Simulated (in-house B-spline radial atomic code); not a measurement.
Values are calculated unless marked as measured or tabulated.
## C6 from the polarisability at imaginary frequency: Mg III (Mg2+)

LC-wPBE linear response of the closed shell [He] 2s2 2p6, from a B-spline radial code for spherical atoms; non-relativistic, point nucleus, no spin-orbit coupling.

The dispersion coefficient of two like species is C6 = (3/π) ∫ α(iu)² du from 0 to ∞.

```tsv
u (hartree)	α(iu) (bohr³)
0	0.5121
0.156	0.5105
0.364	0.5034
0.624	0.4877
1.04	0.4513
1.56	0.3972
2.34	0.3193
3.64	0.2213
5.2	0.149
7.79	0.08644
13	0.03869
26	0.01146
```

Question: Fit one oscillator, α(iu) = α(0)/(1 + u²/ω²), through u = 7.79 and estimate C6.

Answer: From α(0)/α(iu) − 1 = 0.5121/0.08644 − 1 = 4.9243, ω = u/√4.9243 = 3.5105 hartree (95.5 eV). London's formula gives C6 = (3/4) α(0)² ω = 0.75 × 0.5121² × 3.5105 = 0.6905 hartree·bohr⁶, and the oscillator holds f = α(0) ω² = 6.31 electrons, of a sum of oscillator strengths of 10.0.

Question: How does that compare with the full integral?

Answer: The program's quadrature over all excitations gives C6 = 0.6214, so the single oscillator is off by +11.1 %. At the last point the fit gives α = 0.00917 against 0.0115: higher excitations, and deeper shells where there are any, keep the true curve higher at large u.
